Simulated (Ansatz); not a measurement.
The cluster GeCl₂⁻, relaxed as a doublet with UKS PBE-D4/def2-TZVPD in Ansatz, starting from the GFN2-xTB geometry. Force threshold 0.02 eV/Å.

The highest occupied level of the charge -1 doublet lies above zero (up to 1.15 eV). By energy differences its removal costs 1.62 eV (vertical, to the charge 0 singlet, at PBE-D4/def2-TZVPD); a positive level beside a positive removal energy at the same level points to self-interaction error. The relaxation made no stability test and no search for a lower SCF solution. The structure comes from a short search, and lower isomers may exist.

Start:

```csv
atom,x (Å),y (Å),z (Å)
Ge1,0.353,0.164,0.925
Cl2,-0.170,-1.901,-0.141
Cl3,-0.183,1.737,-0.784
```

```tsv
step	energy (eV)	largest force component (eV/Å)	SCF passes
1	-81549.6099	0.215	17
2	-81549.6179	0.090	18
3	-81549.6186	0.015	20
```

Force components are those of the run's own axes.

End:

```xyz
3

Ge    0.3554    0.1659    0.9320
Cl   -0.1712   -1.8516   -0.1535
Cl   -0.1841    1.6857   -0.7784
```

By distances, no bond broke or formed. The bond that changes most is Ge1–Cl3, from 2.38 to 2.35 Å (atoms count from 1).

No frequencies were taken in this run, so the end may be a saddle point.

It took 3.1 s on 4 threads of Arm Neoverse V1 on a shared host.
